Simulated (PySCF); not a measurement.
**Trend along group 15: MCs molecules**

CCSD(T) with double-zeta basis sets in PySCF, for the lowest determinant that a PBE0 search found; no spin–orbit coupling. De refers to high-spin ground-configuration atoms.

```json
{"M": "P", "basis": "def2-SVPD", "reference, frozen orbitals": "UHF, 5", "state (unpaired electrons)": "triplet (π ↑↑)", "Re (Å)": "3.409", "ωe (cm⁻¹)": "156", "De (eV)": "0.75"}
{"M": "Sb", "basis": "def2-SVP", "reference, frozen orbitals": "UHF, 4", "state (unpaired electrons)": "triplet (π ↑↑)", "Re (Å)": "3.733", "ωe (cm⁻¹)": "88.2", "De (eV)": "0.65"}
{"M": "Bi", "basis": "def2-SVPD", "reference, frozen orbitals": "ROHF, 4", "state (unpaired electrons)": "triplet (π ↑↑)", "Re (Å)": "3.817", "ωe (cm⁻¹)": "74.0", "De (eV)": "0.70"}
```

The shortest bond is that of CsP (3.409 Å), the longest that of CsBi (3.817 Å).

The rows differ in basis set, which adds steps of its own.

Down a group the atoms grow and get heavier, so bonds lengthen and wavenumbers fall; this series shows no clear exception.

Correlated steps freeze the inner cores (4 to 5 orbitals); shallow outer-core shells are correlated. UHF and ROHF references stand side by side, which adds small steps between rows. Correlated levels converge slowly with the basis: in double zeta they bind strong bonds too weakly, by up to about 1 eV, and carry superposition errors of some tenths. Spin–orbit coupling is left out, which matters for elements this heavy, above all for dissociation energies. States were picked by a PBE0 search and need not be the measured ground states.
